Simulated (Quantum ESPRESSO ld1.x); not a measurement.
These are the eigenvalues of the occupied orbitals of an atom or ion with whole-number occupations (eV). Calculated with ld1.x of Quantum ESPRESSO 7.5: scalar-relativistic Kohn-Sham, exchange-only LDA, spin-polarised, spherical densities, point nucleus.

1s up: -21088.9
1s down: -21088.6
2s up: -3218.27
2s down: -3218.08
2p up: -2908.68
2p down: -2908.41
3s up: -753.223
3s down: -752.834
3p up: -651.341
3p down: -650.909
3d up: -486.435
3d down: -485.988
4s up: -281.132
4s down: -278.419
4p up: -248.390

Which element is it, and in what charge state? The configuration may be excited. Open shells, if any, are filled with parallel spins first.

Answer. Z = 43, technetium, charge +12: Tc12+ in [Ar] 3d10 4s2 4p1. The list shows which subshells hold electrons but not how many an open one holds; the 1s level, -775 hartree, gives Z - s = 39.4 by -(Z - s)^2/2, which with screening and relativity narrows Z to a few neighbours, and the depths of the outer levels then fix element, charge and occupations together.
